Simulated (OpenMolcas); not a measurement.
F²⁺: effect of the active space

```yaml
Program: OpenMolcas
Method: CASSCF or its RAS form
Basis: ANO-RCC-VTZP
Scalar_Hamiltonian: DKH2, point nucleus
Spin-orbit_coupling: state interaction with AMFI integrals over the reference wave functions, term energies averaged over their components
```

A. 3 electrons in 3 orbitals (2p); 2S+1 = 4 odd, 1 root; 2S+1 = 2 odd, 8 roots; cost of the order of 1.5 core-seconds
B. 5 electrons in 4 orbitals (2s 2p); 2S+1 = 4 odd, 1 root; 2S+1 = 2 odd, 8 roots; 2S+1 = 4 even, 3 roots; 2S+1 = 2 even, 9 roots; cost of the order of 6 core-seconds
C. 5 electrons in 8 orbitals (2s 2p 3s 3p); 2S+1 = 4 odd, 1 root; 2S+1 = 2 odd, 8 roots; 2S+1 = 4 even, 3 roots; 2S+1 = 2 even, 9 roots; cost roughly 12 core-seconds
D. 5 electrons in 9 orbitals (RAS2 2s 2p; RAS3 3d, at most 2 electrons); 2S+1 = 4 odd, 1 root; 2S+1 = 2 odd, 8 roots; 2S+1 = 4 even, 3 roots; 2S+1 = 2 even, 9 roots; cost of the order of 16 core-seconds

Energies in cm-1 above 2s2 2p3 4S* 3/2.

```tsv
Level	A	B	C	D
2s2 2p3 4S* 3/2	0.0	0.0	0.0	0.0
2s2 2p3 2D* 3/2	37610	37605	37602	36797
2s2 2p3 2D* 5/2	37617	37617	37625	36807
2s2 2p3 2P* 1/2	62416	51669	50717	55080
2s2 2p3 2P* 3/2	62425	51668	50737	55078
```

Among A to D the level of the table that moves most is 2s2 2p3 2P* 1/2, by 12000 cm-1 (lowest in C, highest in A).

With the s shell closed, the reference lacks s² → p² mixing (holds for A). Active for correlation alone: 3p 3s; no level in the range computed is led by a configuration that fills them, so any true level of that kind is missing (holds for C). Active for correlation alone: 3d; no level in the range computed is led by a configuration that fills it, so any true level of that kind is missing (holds for D). Levels of configurations outside the active space are missing. The table leaves out levels that lie high or whose names do not pair safely across all columns.

* marks odd parity.
